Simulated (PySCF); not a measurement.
Species: C4H12GeN2Si.
Atom-mapped SMILES: `[CH3:1][CH:2]([CH3:3])[SiH2:4][NH:5][GeH2:6][C:7]#[N:8]` (hydrogens: H9, H10, H11 on C1; H12 on C2; H13, H14, H15 on C3; H16, H17 on Si4; H18 on N5; H19, H20 on Ge6)

Method: PBE0-D3(BJ)/def2-SVP geometry optimisation, gas phase (PySCF); density fitting, grid level 1; the optimiser is geomeTRIC in internal coordinates, started from a GFN2-xTB structure with every atom displaced at random (about 0.01 Å).

The end geometry, which sets the zero of energy:
```
atom  x, y, z in Å
C1     -2.2750   -1.2551   -0.5857
C2     -2.0899    0.2476   -0.3914
C3     -3.1229    0.8429    0.5638
Si4    -0.3361    0.6607    0.1734
N5      0.8517    0.0242   -0.9444
Ge6     2.3535   -0.9135   -0.5356
C7      3.7821    0.3009   -0.0283
N8      4.6256    1.0393    0.2690
H9     -3.2763   -1.4873   -0.9856
H10    -1.5291   -1.6708   -1.2804
H11    -2.1728   -1.7948    0.3709
H12    -2.2016    0.7444   -1.3752
H13    -3.0143    1.9342    0.6662
H14    -4.1495    0.6443    0.2134
H15    -3.0353    0.4049    1.5723
H16    -0.0350    0.0119    1.4885
H17    -0.2149    2.1465    0.3280
H18     0.8335    0.3887   -1.8933
H19     2.0943   -1.8035    0.6804
H20     2.8615   -1.6658   -1.7699
```

Problem. These geometries come from the run, each turned onto the end geometry. Order them by energy, lowest first.
A.
```
atom  x, y, z in Å
C1     -2.5081   -1.1794   -0.6739
C2     -2.0564    0.2482   -0.3819
C3     -3.0361    0.9760    0.5349
Si4    -0.2906    0.3033    0.3174
N5      0.8368   -0.4382   -0.8026
Ge6     2.5812   -0.8950   -0.4909
C7      3.6196    0.7258   -0.2081
N8      4.1968    1.7171   -0.0363
H9     -3.4903   -1.1889   -1.1684
H10    -1.7977   -1.7230   -1.3321
H11    -2.6069   -1.7609    0.2582
H12    -2.0067    0.8053   -1.3416
H13    -2.7349    2.0176    0.7263
H14    -4.0496    1.0026    0.0901
H15    -3.1259    0.4702    1.5108
H16    -0.2220   -0.4628    1.6039
H17     0.0935    1.7197    0.6384
H18     0.6481   -0.2467   -1.7888
H19     2.6928   -1.7068    0.8109
H20     3.2059   -1.5843   -1.7306
```
B.
```
atom  x, y, z in Å
C1     -2.4944   -1.1821   -0.6849
C2     -2.0057    0.2505   -0.4141
C3     -2.9820    0.9850    0.5079
Si4    -0.2239    0.2383    0.3464
N5      0.8001   -0.5282   -0.8116
Ge6     2.5438   -0.8341   -0.4800
C7      3.5088    0.8060   -0.1799
N8      4.0670    1.8019   -0.0153
H9     -3.5031   -1.1167   -1.1279
H10    -1.8471   -1.6963   -1.3459
H11    -2.5995   -1.7198    0.2494
H12    -1.9737    0.7991   -1.3572
H13    -2.6566    2.0172    0.6853
H14    -3.9790    1.0268    0.0951
H15    -3.0264    0.4683    1.4764
H16    -0.2000   -0.5913    1.5587
H17     0.1782    1.6146    0.6817
H18     0.5382   -0.4029   -1.7636
H19     2.6689   -1.6408    0.7869
H20     3.1358   -1.4957   -1.6714
```
C.
```
atom  x, y, z in Å
C1     -2.4212   -1.1953   -0.6700
C2     -2.0543    0.2609   -0.3856
C3     -3.0658    0.9441    0.5358
Si4    -0.3068    0.4029    0.3116
N5      0.8081   -0.3360   -0.8245
Ge6     2.5043   -0.8980   -0.4896
C7      3.6717    0.6229   -0.1875
N8      4.3392    1.5542   -0.0090
H9     -3.4073   -1.2729   -1.1581
H10    -1.6807   -1.6829   -1.3181
H11    -2.4707   -1.7794    0.2639
H12    -2.0353    0.8128   -1.3449
H13    -2.8136    2.0009    0.7157
H14    -4.0800    0.9127    0.1069
H15    -3.1129    0.4424    1.5168
H16    -0.1570   -0.3587    1.5918
H17     0.0036    1.8418    0.5941
H18     0.6357   -0.1240   -1.8035
H19     2.5361   -1.7164    0.8023
H20     3.0562   -1.6323   -1.7122
```
D.
```
atom  x, y, z in Å
C1     -2.2980   -1.2392   -0.6144
C2     -2.0851    0.2563   -0.3883
C3     -3.1234    0.8527    0.5619
Si4    -0.3271    0.6210    0.2055
N5      0.8323   -0.0423   -0.9331
Ge6     2.3764   -0.9065   -0.5147
C7      3.7790    0.3613   -0.0628
N8      4.6083    1.1294    0.1975
H9     -3.2984   -1.4412   -1.0300
H10    -1.5469   -1.6574   -1.3016
H11    -2.2204   -1.7959    0.3349
H12    -2.1697    0.7775   -1.3623
H13    -2.9932    1.9395    0.6862
H14    -4.1482    0.6802    0.1930
H15    -3.0572    0.3960    1.5637
H16    -0.0136   -0.0609    1.4998
H17    -0.1811    2.1013    0.3901
H18     0.7705    0.2797   -1.8961
H19     2.1605   -1.7601    0.7382
H20     2.8845   -1.6918   -1.7317
```

Solution. D (0.004 eV), C (0.020 eV), A (0.046 eV), B (0.247 eV).

In the order of the answer:

```
step  E above end (eV)  largest force (eV/Å)  rms force component (eV/Å)  rms distance from end (Å)  rms bond change (Å)  bond most changed (Å)
   6             0.004                  0.15                       0.032                      0.065                0.002          Si4–N5 +0.004
   4             0.020                  0.10                       0.030                      0.333                0.002          Si4–N5 +0.004
   1             0.046                  0.37                       0.110                      0.440                0.007         Ge6–H20 +0.018
   0             0.247                  2.00                       0.535                      0.506                0.024          C2–Si4 +0.049
```

What follows is the cost of the whole optimisation. On one thread, Arm Neoverse V1 (aarch64), shared host with 32 logical CPUs at a one-minute load of 14, this took 3.8 min and 0.91 GiB of memory at its peak.
